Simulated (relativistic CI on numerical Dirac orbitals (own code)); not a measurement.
Ir⁷⁺: N6,7 absorption edge

Computed with this model: Dirac-Coulomb-Breit CI, separate exchange-only KLI orbitals for each configuration, model QED (radiative potential, 1s self-energy scaled to tabulated hydrogen-like ionisation energies), multiplet model of core-to-valence dipole absorption, unscaled Slater integrals; configurations [Xe] 4f14 5d2 → [Xe] 4f13 5d3; 300 K; Lorentzian 0.45 eV and Gaussian 0.3 eV FWHM. Energies are those of the free ion, without screening or charge transfer. The branching ratio is the share of the lower-energy edge in the whole absorption, uncertain by about 0.02 where the edges overlap. S is read from ⟨S²⟩ = S(S + 1).

free ion: ground-state S = 0.93, centroid 71.71 eV. Peaks (eV, height): 68.0 (7), 69.0 (12), 71.0 (65), 71.8 (100), 72.7 (54), 73.7 (30).

Strongest unbroadened transitions for free ion:

```
Energy (eV)  Relative strength
      67.98                6.8
      68.93                6.7
      68.98                6.3
      69.83               22.1
      70.43                7.2
      70.51               12.5
      70.60               33.4
      70.91               26.3
      71.04               41.0
      71.67              100.0
      71.70               12.0
      71.96                7.0
      72.07               78.4
      72.55                7.8
      72.58               13.0
      72.83               46.1
      73.64               23.3
      73.67                6.1
```
